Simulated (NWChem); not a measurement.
All runs are NWChem calculations. System: C$_{4}$H$_{5}$FSi, charge 0, spin multiplicity 1, at a geometry optimised with PBE/def2-SVP. The structure started from a generated list of species. Level: B3LYP/def2-SVP, VWN1-RPA local correlation.

Input file:

```
start mol
memory heap 200 mb stack 800 mb global 1000 mb
geometry units angstroms nocenter noautoz noautosym
  F     -3.608831     0.609454    -0.077788
  C     -2.329903     0.445489     0.265572
  C     -1.385520     0.131810    -0.652033
  C     -0.020652    -0.049531    -0.324130
  C      1.177625    -0.213865    -0.066579
  Si     2.951684    -0.456810     0.317796
  H     -2.141439     0.590113     1.342585
  H     -1.702882     0.013579    -1.703547
  H      3.564609     0.835297     0.783268
  H      3.109613    -1.485101     1.403736
  H      3.676701    -0.927053    -0.912077
end
basis spherical
  * library def2-svp
end
dft
  xc b3lyp
  semidirect memsize 60000000 filesize 0
  iterations 100
end
task dft energy
```

NWChem printed:

```
             Northwest Computational Chemistry Package (NWChem) 7.3.0
             --------------------------------------------------------

                                NWChem Input Module
                                -------------------

 Scaling coordinates for geometry "geometry" by  1.889725989
 (inverse scale =  0.529177249)

                             Geometry "geometry" -> ""
                             -------------------------

 Output coordinates in angstroms (scale by  1.889725989 to convert to a.u.)

  No.       Tag          Charge          X              Y              Z
 ---- ---------------- ---------- -------------- -------------- --------------
    1 F                    9.0000    -3.60883100     0.60945400    -0.07778800
    2 C                    6.0000    -2.32990300     0.44548900     0.26557200
    3 C                    6.0000    -1.38552000     0.13181000    -0.65203300
    4 C                    6.0000    -0.02065200    -0.04953100    -0.32413000
    5 C                    6.0000     1.17762500    -0.21386500    -0.06657900
    6 Si                  14.0000     2.95168400    -0.45681000     0.31779600
    7 H                    1.0000    -2.14143900     0.59011300     1.34258500
    8 H                    1.0000    -1.70288200     0.01357900    -1.70354700
    9 H                    1.0000     3.56460900     0.83529700     0.78326800
   10 H                    1.0000     3.10961300    -1.48510100     1.40373600
   11 H                    1.0000     3.67670100    -0.92705300    -0.91207700

 Effective nuclear repulsion energy (a.u.)     225.1770099505

            Nuclear Dipole moment (a.u.)
            ----------------------------
        X                 Y               Z
 ---------------- ---------------- ----------------
    -0.0000018897    -0.0000018897    -0.0000056692


 Summary of "ao basis" -> "" (spherical)
 ------------------------------------------------------------------------------
       Tag                 Description            Shells   Functions and Types
 ---------------- ------------------------------  ------  ---------------------
 *                          def2-svp                  on all atoms

                                 NWChem DFT Module
                                 -----------------

 Summary of "ao basis" -> "ao basis" (spherical)
 ------------------------------------------------------------------------------
       Tag                 Description            Shells   Functions and Types
 ---------------- ------------------------------  ------  ---------------------
 F                          def2-svp                 6       14   3s2p1d
 C                          def2-svp                 6       14   3s2p1d
 Si                         def2-svp                 8       18   4s3p1d
 H                          def2-svp                 3        5   2s1p

 Summary of "ao basis" -> "ao basis" (spherical)
 ------------------------------------------------------------------------------
       Tag                 Description            Shells   Functions and Types
 ---------------- ------------------------------  ------  ---------------------
 F                          def2-svp                 6       14   3s2p1d
 C                          def2-svp                 6       14   3s2p1d
 Si                         def2-svp                 8       18   4s3p1d
 H                          def2-svp                 3        5   2s1p

            General Information
            -------------------
[...]
 ---------------- ----- ----------------- --------- --------- ---------  ------
 d= 0,ls=0.0,diis     1   -544.3212331462 -7.69D+02  2.75D-02  7.67D-01     2.8
 d= 0,ls=0.0,diis     2   -544.2733513134  4.79D-02  8.03D-03  1.19D+00     3.5
 d= 0,ls=0.0,diis     3   -544.3969071659 -1.24D-01  3.40D-03  1.64D-01     4.4
 d= 0,ls=0.0,diis     4   -544.4117783583 -1.49D-02  1.42D-03  6.84D-02     5.2
 d= 0,ls=0.0,diis     5   -544.4201751062 -8.40D-03  4.43D-04  2.66D-03     6.1
  Resetting Diis
 d= 0,ls=0.0,diis     6   -544.4204668833 -2.92D-04  1.80D-04  6.07D-04     6.9
 d= 0,ls=0.0,diis     7   -544.4205363395 -6.95D-05  8.34D-05  2.19D-05     7.7
 d= 0,ls=0.0,diis     8   -544.4205332155  3.12D-06  5.34D-05  5.13D-05     8.4
 d= 0,ls=0.0,diis     9   -544.4205384991 -5.28D-06  8.59D-06  1.52D-06     9.1
 d= 0,ls=0.0,diis    10   -544.4205387021 -2.03D-07  2.29D-06  1.15D-07     9.9

         Total DFT energy =     -544.420538702115
      One electron energy =    -1194.575122345747
           Coulomb energy =      479.773885567556
    Exchange-Corr. energy =      -54.796311874454
 Nuclear repulsion energy =      225.177009950530

 Numeric. integr. density =       52.000043290982

     Total iterative time =      9.5s

                       DFT Final Molecular Orbital Analysis
                       ------------------------------------

 Vector   24  Occ=2.000000D+00  E=-3.381702D-01
              MO Center=  2.3D-01,  4.9D-03,  1.1D-03, r^2= 6.5D+00
   Bfn.  Coefficient  Atom+Function         Bfn.  Coefficient  Atom+Function
  ----- ------------  ---------------      ----- ------------  ---------------
    33      0.303915   3 C  py               47      0.280202   4 C  py
    99     -0.194006   9 H  s                36      0.186095   3 C  py
     5      0.180787   1 F  py              104      0.173314  10 H  s
    19      0.166273   2 C  py               79     -0.151257   6 Si py
    50      0.150477   4 C  py               61      0.148322   5 C  py

 Vector   25  Occ=2.000000D+00  E=-2.843184D-01
              MO Center=  7.7D-01, -1.9D-01, -2.2D-01, r^2= 2.8D+00
   Bfn.  Coefficient  Atom+Function         Bfn.  Coefficient  Atom+Function
  ----- ------------  ---------------      ----- ------------  ---------------
    48      0.385507   4 C  pz               62      0.378662   5 C  pz
    65      0.231648   5 C  pz               51      0.214544   4 C  pz
   109      0.146500  11 H  s                94      0.125447   8 H  s
   110      0.120490  11 H  s                49     -0.092413   4 C  px
    95      0.085158   8 H  s               104     -0.085382  10 H  s

 Vector   26  Occ=2.000000D+00  E=-2.485188D-01
              MO Center= -4.8D-01,  7.9D-02, -7.5D-02, r^2= 4.6D+00
   Bfn.  Coefficient  Atom+Function         Bfn.  Coefficient  Atom+Function
  ----- ------------  ---------------      ----- ------------  ---------------
    61     -0.339755   5 C  py               19      0.312742   2 C  py
    33      0.257016   3 C  py               47     -0.234697   4 C  py
    64     -0.231213   5 C  py                5      0.203942   1 F  py
    36      0.193557   3 C  py               22      0.190784   2 C  py
     8     -0.163151   1 F  py               50     -0.145266   4 C  py

 Vector   27  Occ=0.000000D+00  E=-5.312336D-02
              MO Center= -7.2D-01,  1.3D-01, -1.2D-02, r^2= 5.1D+00
   Bfn.  Coefficient  Atom+Function         Bfn.  Coefficient  Atom+Function
  ----- ------------  ---------------      ----- ------------  ---------------
    22      0.447064   2 C  py               19      0.424243   2 C  py
    36     -0.310965   3 C  py               64      0.295343   5 C  py
    61      0.267131   5 C  py               33     -0.249618   3 C  py
    82      0.248431   6 Si py              100     -0.237989   9 H  s
    47     -0.216031   4 C  py               50     -0.216394   4 C  py

 Vector   28  Occ=0.000000D+00  E=-1.167855D-02
              MO Center=  9.9D-01, -2.0D-01, -1.4D-01, r^2= 4.7D+00
   Bfn.  Coefficient  Atom+Function         Bfn.  Coefficient  Atom+Function
  ----- ------------  ---------------      ----- ------------  ---------------
    83      0.559459   6 Si pz              110      0.532025  11 H  s
    51     -0.395716   4 C  pz               95     -0.393611   8 H  s
    65      0.376124   5 C  pz               48     -0.372682   4 C  pz
   105     -0.314444  10 H  s                62      0.289506   5 C  pz
    31      0.281265   3 C  s                17      0.264718   2 C  s

 Vector   29  Occ=0.000000D+00  E= 4.544743D-02
              MO Center=  3.3D+00, -4.9D-01,  4.0D-01, r^2= 3.7D+00
   Bfn.  Coefficient  Atom+Function         Bfn.  Coefficient  Atom+Function
  ----- ------------  ---------------      ----- ------------  ---------------
    81      1.538706   6 Si px               63      0.772006   5 C  px
    59      0.732216   5 C  s               110     -0.495605  11 H  s
   105     -0.479485  10 H  s               100     -0.412868   9 H  s
    49      0.301590   4 C  px               83      0.302032   6 Si pz
    82     -0.268357   6 Si py               31      0.260907   3 C  s

 center of mass
 --------------
 x =  -0.19134191 y =   0.02993962 z =  -0.01873986

 moments of inertia (a.u.)
 ------------------
         137.692709509998         369.212976101011        -135.310974901093
         369.212976101011        2346.441595232206          14.315834669366
        -135.310974901093          14.315834669366        2352.885737499008

     Multipole analysis of the density
     ---------------------------------

     L   x y z        total         alpha         beta         nuclear
     -   - - -        -----         -----         ----         -------
     0   0 0 0     -0.000000    -26.000000    -26.000000     52.000000

     1   1 0 0     -0.043148     -0.021573     -0.021573     -0.000002
     1   0 1 0      0.030737      0.015369      0.015369     -0.000002
     1   0 0 1      0.140873      0.070439      0.070439     -0.000006

     2   2 0 0    -32.814313   -614.522865   -614.522865   1196.231417
     2   1 1 0     -0.092072     96.080003     96.080003   -192.252079
     2   1 0 1     -0.331497    -37.244398    -37.244398     74.157298
     2   0 2 0    -32.917176    -37.812855    -37.812855     42.708534
     2   0 1 1      0.498245      3.639629      3.639629     -6.781014
     2   0 0 2    -30.333303    -38.771145    -38.771145     47.208988

 Task  times  cpu:        9.9s     wall:        9.9s

 Total times  cpu:        9.9s     wall:        9.9s
```
